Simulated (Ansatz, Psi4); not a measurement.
Interaction energy of CO ··· H2S (SMILES [C-]#[O+] and S). Monomers: optimised at B3LYP-D3(BJ) (def2-TZVP), held rigid. Orientation: lowest of the rigid-body minima from ten starts at GFN2-xTB (searched outside a hard wall at short contacts). Only R, the distance of the centres of mass, is varied, so the lowest point isn't the relaxed dimer. The shortest distances reach bonding range, where SAPT0 and rigid monomers are unreliable.

PBE/def2-TZVP, counterpoise-corrected (Psi4); PBE-D3(BJ)/def2-TZVP, counterpoise-corrected (Psi4); wB97M-V/def2-TZVP, counterpoise-corrected (Psi4); CCSD(T)/aug-cc-pVTZ = CCSD(T) on RHF/aug-cc-pVTZ, frozen core, counterpoise-corrected (Ansatz, a first-principles code).

Interaction energies in kJ/mol; the last columns give the difference from CCSD(T):

```tsv
R / Å	PBE/def2-TZVP	PBE-D3(BJ)/def2-TZVP	wB97M-V/def2-TZVP	CCSD(T)/aug-cc-pVTZ	PBE/def2-TZVP − CCSD(T)/aug-cc-pVTZ	PBE-D3(BJ)/def2-TZVP − CCSD(T)/aug-cc-pVTZ	wB97M-V/def2-TZVP − CCSD(T)/aug-cc-pVTZ
2.35	142.03	137.39	169.65	183.89	-41.87	-46.50	-14.24
2.46	104.38	99.83	127.33	138.84	-34.46	-39.01	-11.51
2.79	38.55	33.87	49.72	55.52	-16.97	-21.65	-5.80
2.92	24.93	20.42	32.75	37.24	-12.31	-16.81	-4.49
3.20	8.34	4.39	11.31	14.07	-5.73	-9.67	-2.76
3.34	4.09	0.46	5.62	7.84	-3.75	-7.38	-2.22
3.54	0.64	-2.51	0.93	2.57	-1.93	-5.08	-1.64
3.93	-1.58	-3.84	-2.09	-1.23	-0.35	-2.61	-0.86
4.45	-1.52	-2.83	-1.93	-1.64	0.12	-1.20	-0.30
5.07	-0.85	-1.50	-1.08	-1.00	0.15	-0.51	-0.08
6.06	-0.26	-0.48	-0.40	-0.38	0.12	-0.10	-0.02
7.44	-0.07	-0.13	-0.12	-0.12	0.05	-0.01	0.00
```

PBE/def2-TZVP is furthest from CCSD(T)/aug-cc-pVTZ at 2.35 (-41.87 kJ/mol, below); its mean absolute difference over the points is 9.82 kJ/mol.

PBE-D3(BJ)/def2-TZVP is furthest from CCSD(T)/aug-cc-pVTZ at 2.35 (-46.50 kJ/mol, below); its mean absolute difference over the points is 12.54 kJ/mol.

wB97M-V/def2-TZVP is furthest from CCSD(T)/aug-cc-pVTZ at 2.35 (-14.24 kJ/mol, below); its mean absolute difference over the points is 3.66 kJ/mol.
